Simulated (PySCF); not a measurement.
Ligands exchanged one at a time, Al Cl-NH2. Gas-phase values, no solvent. Strings in code marks are SMILES.

Quantity: vertical ionisation energy (energy after one electron is removed minus that of the parent at the parent's geometry), in eV.

Case: `[NH2][Al]([Cl])[Cl]`. Geometry of `[NH2][Al]([Cl])[Cl]` (neutral, multiplicity 1, Å):

```xyz
6

N     -1.0378     0.0036     0.0227
Al     0.7218    -0.0026    -0.0159
Cl     1.7591    -1.8195    -0.1467
Cl     1.7764     1.8070     0.0690
H     -1.6056     0.8423     0.0852
H     -1.6139    -0.8309    -0.0143
```

Task: Predict the vertical ionisation energy (energy after one electron is removed minus that of the parent at the parent's geometry) from minus the HOMO energy of HF/STO-3G // PBE-D3(BJ)/def2-TZVP (PySCF).

Result: 9.24 eV.
